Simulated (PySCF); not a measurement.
# How methods differ on the ionisation energy of Ca(16+)

Ca(16+) [He] 2s2 (1S) → Ca(17+) [He] 2s1 (2S), as a difference of total energies. All numbers are calculated (PySCF 2.14, the spin-free X2C one-electron Hamiltonian (Gaussian nucleus), in an even-tempered Gaussian basis (19 s from 3.1 bohr⁻², ratio 2.2; 9 p from 4.8 bohr⁻², ratio 2.4; 6 d from 14 bohr⁻², ratio 2.4; 5 f from 22 bohr⁻², ratio 2.4; 4 g from 33 bohr⁻², ratio 2.4)). Correlated levels: nothing frozen; virtual orbitals above 40 to 60 times the deepest correlated orbital energy dropped. The calculations carry no spin-orbit coupling.

| method | ionisation energy (eV) |
| --- | --- |
| UHF | 1081.2 |
| LDA | 1081.4 |
| PBE | 1083.9 |
| PBE0 | 1083.6 |
| r2SCAN | 1081.5 |
| revPBE | 1084.0 |
| BHandHLYP | 1083.0 |
| MP2 (all electrons) | 1084.9 |
| SCS-MP2 (all electrons) | 1085.6 |

Task: How much does correlation contribute at MP2 (all electrons)?

Result: 1084.9 − (1081.2) = 3.7 eV, measured against UHF.

For comparison: 1086.8 ± 0.4 eV (semi-empirical (NIST evaluation); NIST Atomic Spectra Database, ionization energies).
